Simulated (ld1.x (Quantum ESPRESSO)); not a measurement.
# Reading a pseudo-wave (carbon)

Columns: radius, all-electron u(r) and pseudo u(r) of the 2p shell (level -5.23 eV) of carbon in the configuration [He] 2s2 2p2; PBEsol, scalar-relativistic, RRKJ scheme, ld1.x (Quantum ESPRESSO) 7.5.

```json
{"r (bohr)": "0.155", "all-electron": "0.0975", "pseudo": "0.0236"}
{"r (bohr)": "0.310", "all-electron": "0.2646", "pseudo": "0.0914"}
{"r (bohr)": "0.465", "all-electron": "0.4187", "pseudo": "0.1942"}
{"r (bohr)": "0.620", "all-electron": "0.5386", "pseudo": "0.3187"}
{"r (bohr)": "0.775", "all-electron": "0.6237", "pseudo": "0.4494"}
{"r (bohr)": "0.930", "all-electron": "0.6764", "pseudo": "0.5709"}
{"r (bohr)": "1.085", "all-electron": "0.7022", "pseudo": "0.6706"}
{"r (bohr)": "1.240", "all-electron": "0.7072", "pseudo": "0.7396"}
{"r (bohr)": "1.395", "all-electron": "0.6970", "pseudo": "0.7745"}
{"r (bohr)": "1.550", "all-electron": "0.6760", "pseudo": "0.7765"}
{"r (bohr)": "1.705", "all-electron": "0.6479", "pseudo": "0.7511"}
{"r (bohr)": "1.860", "all-electron": "0.6152", "pseudo": "0.7061"}
{"r (bohr)": "2.015", "all-electron": "0.5800", "pseudo": "0.6501"}
{"r (bohr)": "2.170", "all-electron": "0.5436", "pseudo": "0.5911"}
{"r (bohr)": "2.325", "all-electron": "0.5071", "pseudo": "0.5349"}
{"r (bohr)": "2.480", "all-electron": "0.4712", "pseudo": "0.4847"}
{"r (bohr)": "2.635", "all-electron": "0.4364", "pseudo": "0.4415"}
{"r (bohr)": "2.790", "all-electron": "0.4032", "pseudo": "0.4045"}
{"r (bohr)": "2.945", "all-electron": "0.3717", "pseudo": "0.3718"}
{"r (bohr)": "3.100", "all-electron": "0.3420", "pseudo": "0.3420"}
{"r (bohr)": "3.255", "all-electron": "0.3143", "pseudo": "0.3143"}
{"r (bohr)": "3.410", "all-electron": "0.2884", "pseudo": "0.2884"}
{"r (bohr)": "3.565", "all-electron": "0.2644", "pseudo": "0.2644"}
{"r (bohr)": "3.720", "all-electron": "0.2423", "pseudo": "0.2423"}
{"r (bohr)": "3.875", "all-electron": "0.2218", "pseudo": "0.2218"}
{"r (bohr)": "4.030", "all-electron": "0.2029", "pseudo": "0.2029"}
```

(1) How many radial nodes do the two functions have?

(2) At about which radius was the pseudo-wave matched?

(3) Is the pseudo-wave norm-conserving?

## Answers

(1) The all-electron 2p function has n − l − 1 = 0; the pseudo-wave has 0.

(2) 3.10 bohr. The columns agree to 0.0005 from 2.94 bohr on; several derivatives are matched, so the curves merge somewhat inside the radius.

(3) Yes: the RRKJ scheme keeps the norm inside the radius equal to the all-electron one, which fixes the energy derivative of the logarithmic derivative at the level.
